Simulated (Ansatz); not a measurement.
`[OH][Sc]([F])[Cl]` + H₂O → `[OH][Sc]([OH])[Cl]` + H–F at 400 K and 1 bar (formal hydrolysis of the Sc–F bond).

Computed with Ansatz on PBE0-D4/def2-TZVP structures; ΔE is electronic, products minus reactants. CCSD(T)/CBS is the MP2 limit (def2-TZVPP, def2-QZVPP) plus CCSD(T) − MP2 in def2-TZVPP, frozen cores. This one scheme is used for every species. For Sc outer-core shells are correlated without core-valence functions, which leaves a few kJ/mol of doubt a bond. Scalar relativity is left out up to krypton. One conformer a species, not always the lowest.

```tsv
species	CCSD(T)/CBS energy (Eh)	H − E (kJ/mol)	S (J/(mol·K))
`[OH][Sc]([F])[Cl]`	-1395.76221	68.8	364.5
H₂O	-76.37941	69.8	198.6
`[OH][Sc]([OH])[Cl]`	-1371.72881	100.3	374.7
H–F	-100.39570	36.5	182.2
```

H − E and S are ideal-gas, rigid-rotor, harmonic terms from PBE0-D4/def2-TZVP, for one conformer and one mirror image of each species. 1 Eh = 2625.50 kJ/mol, R = 8.31446 J/(mol·K).

Problem. By hand: ΔE, ΔH, ΔS and ΔG.

Solution. ΔE = (-1371.72881) + (-100.39570) − (-1395.76221) − (-76.37941) = 0.01711 Eh = 44.9 kJ/mol. Δ(H − E) = 100.3 + 36.5 − 68.8 − 69.8 = -1.8, so ΔH = 43.1 kJ/mol. ΔS = 374.7 + 182.2 − 364.5 − 198.6 = -6.2 J/(mol·K). ΔG = 43.1 − 400 × (-6.2)/1000 = 45.6 kJ/mol.

Problem. By hand: the equilibrium constant, and the temperature at which ΔG would vanish if ΔH and ΔS stayed fixed.

Solution. log₁₀ K = −ΔG/(RT ln 10) = -6.0. ΔH and −TΔS have one sign here, so there is no such temperature.

The number of gas molecules stays the same, so ΔS is small and ΔH decides. A doubt of 5 kJ/mol in ΔE shifts log₁₀ K by 0.7 here. Other conformers and mirror images would add mixing entropy, several J/(mol·K) or more a flexible species. These are equilibria of isolated gas molecules and say nothing of rates. Largest T1 diagnostic: 0.016 (customary marks: 0.02 for closed shells, 0.045 for open ones).

ΔS is within the doubt of such terms, so its sign, and with it that verdict, could turn.
